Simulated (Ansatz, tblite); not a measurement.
Spin states of Si₄ (the lowest singlet isomer of a short search), each relaxed with r2SCAN-D4/def2-TZVP in Ansatz. Electronic energies in the gas phase.

The xTB rows come from tblite. HSE06 is defined as in plane-wave codes, on full-range PBE exchange. Correlated methods freeze 20 core orbitals. In CCSD on the charge 0 quintet the largest single amplitude is 0.21, so its Hartree–Fock determinant may place the open shell otherwise than the density functionals do. The structure comes from a short search, and lower isomers may exist.

Singlet geometry (D2h within 0.1 Å):

```tsv
atom	x (Å)	y (Å)	z (Å)
Si1	0.501	-1.749	0.784
Si2	-0.502	1.747	-0.788
Si3	1.082	0.086	-0.499
Si4	-1.081	-0.084	0.502
```

Triplet geometry (D2h within 0.1 Å):

```tsv
atom	x (Å)	y (Å)	z (Å)
Si1	-1.0126	1.1219	-1.1371
Si2	1.0132	-1.1216	1.1369
Si3	0.1098	-0.8403	-0.9268
Si4	-0.1104	0.8400	0.9270
```

Quintet geometry (C2v within 0.1 Å):

Cartesian coordinates in Å:
```
Si -1.777 0.404 -0.450
Si 1.818 -0.461 -0.067
Si -0.322 -1.177 0.366
Si 0.281 1.233 0.151
```

⟨S²⟩: triplet 2.04 at PBE0-D4/def2-TZVP (pure 2.00), quintet 6.03 at PBE0-D4/def2-TZVP (pure 6.00).

Run but left out: HF/STO-3G (singlet: restricted singlet, unstable in another Hartree–Fock run and untested here); HF/def2-TZVP, HF/def2-TZVPP, HF/def2-QZVPP (singlet: restricted singlet, unstable towards broken spin symmetry); MP2/def2-TZVP, MP2/def2-TZVPP, MP2/def2-QZVPP (triplet: ⟨S²⟩ 2.18, where a pure state has 2.00); MP2/def2-TZVP, MP2/def2-TZVPP, MP2/def2-QZVPP (quintet: a determinant that CCSD turns far, T1 0.069).

Only these spin states were relaxed.

```csv
level,triplet − singlet (kcal/mol),quintet − singlet (kcal/mol),lowest of these
GFN1-xTB,10.5,41.0,singlet
PBE0-D4/def2-TZVP,16.0,61.1,singlet
HSE06-D4/def2-TZVP,15.8,61.1,singlet
BHLYP-D4/def2-TZVP,20.2,66.0,singlet
ωB97X-V/def2-TZVP,22.6,70.0,singlet
ωB97M-V/def2-TZVP,24.0,73.3,singlet
```

Task: Estimate the rows for GFN2-xTB, PBE-D4/def2-TZVP, BLYP-D4/def2-TZVP, r2SCAN-D4/def2-TZVP, RPA@PBE/def2-TZVP, CCSD/def2-TZVPP.

Result: 
```csv
level,triplet − singlet (kcal/mol),quintet − singlet (kcal/mol),lowest of these,remarks
GFN2-xTB,19.3,47.5,singlet,–
PBE-D4/def2-TZVP,14.9,61.1,singlet,–
BLYP-D4/def2-TZVP,17.8,65.6,singlet,–
r2SCAN-D4/def2-TZVP,11.9,56.5,singlet,–
RPA@PBE/def2-TZVP,20.3,67.2,singlet,–
CCSD/def2-TZVPP,20.7,67.8,singlet,"large T1 (0.069) (quintet), restricted SCF unstable (singlet), spin-contaminated (⟨S²⟩ 2.18) (triplet)"
```

The xTB methods have no spin-polarisation term.
